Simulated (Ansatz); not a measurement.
BrH₅OSi₂ (`[SiH3]O[SiH2]Br`) at its PBE0-D4/def2-TZVP geometry, where that method's forces vanish. Charge 0, multiplicity 1.

```xyz
9

Si   -1.5221   -0.2329    0.3304
O    -0.1966    0.4038   -0.4059
Si    1.4219    0.4391   -0.4425
Br    2.2483   -1.4992    0.2612
H    -1.4746    0.0459    1.7880
H    -1.5716   -1.6980    0.1049
H    -2.7124    0.4151   -0.2684
H     1.8699    0.6413   -1.8348
H     1.9372    1.4849    0.4671
```

Question: What forces (eV/Å) does PBE-D4/def2-TZVPP give on these atoms in the Gaussian-basis code of Ansatz? (Best estimate.)

Answer: The calculation gave: 
```
Si1 -0.244 -0.129  0.154
O2  -0.169  0.205 -0.234
Si3  0.349  0.047 -0.013
Br4  0.110 -0.224  0.079
H5  -0.008  0.025  0.163
H6  -0.015 -0.162 -0.020
H7  -0.131  0.070 -0.065
H8   0.047  0.033 -0.170
H9   0.061  0.134  0.105
```
